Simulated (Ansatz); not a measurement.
SiH(SiH3)3 (Si4H10), relaxed as a singlet with RKS r2SCAN-D4/def2-SVP in Ansatz, starting from the GFN2-xTB geometry. Force threshold 0.02 eV/Å.

Start:

```
atom   x (Å)   y (Å)   z (Å)
 Si1   0.111  -0.452   0.299
 Si2  -2.206  -0.384   0.089
 Si3   1.193  -0.748  -1.741
 Si4   0.959   1.346   1.510
  H5   0.414  -1.664   1.100
  H6  -2.899  -0.223   1.370
  H7  -2.771  -1.583  -0.533
  H8  -2.617   0.747  -0.747
  H9   0.639  -1.844  -2.539
 H10   2.626  -1.023  -1.608
 H11   1.082   0.459  -2.566
 H12   0.437   1.427   2.876
 H13   0.615   2.615   0.862
 H14   2.418   1.327   1.630
```

Problem. Estimate the energy that the relaxation releases and the steps that it takes.

Solution. 0.16 eV, in 5 steps; 9.5 s on 4 threads of Arm Neoverse V2 on a shared host. The force fell under the threshold at step 4, but the optimiser went on. No frequencies were taken in this run, so the end may be a saddle point.

Problem. Does the start keep its bonding?

Solution. By distances, no bond broke or formed. The bond that changes most is Si3–H10, from 1.46 to 1.50 Å (atoms count from 1).

Problem. Predict the relaxed structure.

Solution. 
| atom | x (Å) | y (Å) | z (Å) |
| --- | --- | --- | --- |
| Si1 | 0.1406 | -0.5689 | 0.3736 |
| Si2 | -2.1802 | -0.3616 | 0.0844 |
| Si3 | 1.1687 | -0.7258 | -1.7314 |
| Si4 | 0.9503 | 1.3344 | 1.4848 |
| H5 | 0.4445 | -1.7971 | 1.1802 |
| H6 | -2.8689 | -0.1956 | 1.4007 |
| H7 | -2.7388 | -1.5652 | -0.6043 |
| H8 | -2.4581 | 0.8434 | -0.7563 |
| H9 | 0.6159 | -1.8757 | -2.5106 |
| H10 | 2.6463 | -0.9052 | -1.5882 |
| H11 | 0.9107 | 0.5357 | -2.4922 |
| H12 | 0.3457 | 1.4517 | 2.8472 |
| H13 | 0.5850 | 2.5488 | 0.6923 |
| H14 | 2.4382 | 1.2811 | 1.6198 |
Bond lengths: 3 × Si–Si 2.35 Å; 10 × H–Si 1.49 to 1.50 Å.
